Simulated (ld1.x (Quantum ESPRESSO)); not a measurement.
# Reading a pseudo-wave (Co (Z = 27))

Columns: radius, all-electron u(r) and pseudo u(r) of the 4s shell (level -9.06 eV) of cobalt in the configuration [Ne] 3s2 3p6 3d7 4s1.5 4p0; PW91, scalar-relativistic, PAW scheme, ld1.x (Quantum ESPRESSO) 7.5.

| r (bohr) | all-electron | pseudo |
| --- | --- | --- |
| 0.095 | -0.0674 | 0.2257 |
| 0.190 | -0.1717 | 0.4215 |
| 0.285 | -0.0379 | 0.5630 |
| 0.380 | 0.1361 | 0.6355 |
| 0.475 | 0.2523 | 0.6360 |
| 0.570 | 0.2917 | 0.5727 |
| 0.665 | 0.2674 | 0.4619 |
| 0.760 | 0.2003 | 0.3239 |
| 0.855 | 0.1092 | 0.1782 |
| 0.950 | 0.0081 | 0.0397 |
| 1.045 | -0.0939 | -0.0835 |
| 1.140 | -0.1910 | -0.1893 |
| 1.235 | -0.2800 | -0.2800 |
| 1.330 | -0.3591 | -0.3591 |
| 1.425 | -0.4278 | -0.4278 |
| 1.520 | -0.4862 | -0.4862 |
| 1.615 | -0.5348 | -0.5348 |
| 1.710 | -0.5742 | -0.5742 |
| 1.805 | -0.6053 | -0.6053 |
| 1.900 | -0.6288 | -0.6288 |
| 1.995 | -0.6455 | -0.6455 |
| 2.090 | -0.6563 | -0.6563 |
| 2.185 | -0.6618 | -0.6618 |
| 2.280 | -0.6627 | -0.6627 |
| 2.375 | -0.6596 | -0.6596 |
| 2.470 | -0.6531 | -0.6531 |

(1) How many radial nodes do the two functions have?

(2) At about which radius was the pseudo-wave matched?

(3) Is the pseudo-wave norm-conserving?

Answers

(1) The all-electron 4s function has n − l − 1 = 3 (the table is too coarse to show those close to the nucleus); the pseudo-wave has 1, since 1 lower shell of the same l stays in the valence.

(2) 1.35 bohr. The columns agree to 0.0005 from 1.24 bohr on; several derivatives are matched, so the curves merge somewhat inside the radius.

(3) No, it belongs to a PAW set: the norm inside the radius is not constrained, and the difference is carried by the augmentation charge.
